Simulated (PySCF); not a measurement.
## A ladder of Hamiltonians for Xe⁴⁴⁺ (xenon, charge +44)

Occupied: 1s1/2, 2s1/2, 2p1/2, 2p3/2. Hartree-Fock calculated with PySCF 2.14 in an uncontracted even-tempered set (16 s from 7.4 bohr⁻², ratio 2.7; 13 p from 8.9 bohr⁻², ratio 2.7), Gaussian nucleus throughout. NR is non-relativistic, sf-X2C the spin-free one-electron X2C Hamiltonian, X2C adds the bare one-electron spin-orbit term, X2C-SNSO screens it by Boettger's factors, DC is four-component Dirac-Coulomb, and the Gaunt and Breit terms are added at first order (total energies over the DC spinors, levels after relaxing the spinors in that mean field). QED terms are absent. Levels marked empty are virtual spinors of this ion.

```tsv
Hamiltonian	E (hartree)	E − E(DC) (hartree)	CPU seconds
NR	-5373.7064	192.7150	0.27
sf-X2C	-5562.6706	3.7508	0.16
X2C	-5564.8329	1.5885	0.2
X2C-SNSO	-5564.6699	1.7515	0.2
DC	-5566.4214	0.0000	8.5
DC+Gaunt	-5561.3251	5.0962	14
DC+Breit	-5561.7709	4.6504	41
```

Problem. Give the 2p spin-orbit interval with each Hamiltonian that has one.

Solution. X2C 354.4; X2C-SNSO 340.6; DC 339.8; DC+Gaunt 335.3; DC+Breit 335.3 (eV).

```
   level (eV)        NR    sf-X2C       X2C  X2C-SNSO        DC  DC+Gaunt  DC+Breit
        1s1/2  -36281.8  -37745.7  -37742.6  -37742.9  -37774.3  -37690.0  -37695.5
        2s1/2   -7908.2   -8314.1   -8313.3   -8313.4   -8317.3   -8308.7   -8309.3
        2p1/2   -7635.4   -7774.2   -8019.7   -8009.8   -8011.7   -7996.6   -7998.2
        2p3/2   -7635.4   -7774.2   -7665.2   -7669.1   -7672.0   -7661.3   -7663.0
3s1/2 (empty)   -3205.1   -3331.0   -3330.9   -3330.9   -3331.8   -3329.5   -3329.8
3p1/2 (empty)   -3117.0   -3172.1   -3235.2   -3232.7   -3233.2   -3229.3   -3229.9
3p3/2 (empty)   -3117.0   -3172.1   -3143.9   -3144.9   -3145.5   -3142.9   -3143.4
```

Weight of the small component: 1s1/2 0.0397, 2s1/2 0.00886, 2p1/2 0.00879, 2p3/2 0.00837, 3s1/2 0.00343, 3p1/2 0.00337, 3p3/2 0.00327.

Koopmans' value for the highest occupied level at DC+Breit: 7663.0 eV, against an ionisation energy of 7660 ± 4 eV (theoretical estimate listed by NIST; NIST Atomic Spectra Database, ionization energies); the former lacks relaxation, correlation, QED and recoil.

The whole ladder took 66 s of wall time on 1 thread of Neoverse-V1 (shared host), launched as `OMP_NUM_THREADS=1 python relrun2.py TASK.json OUT` (a driver that calls PySCF for each Hamiltonian).
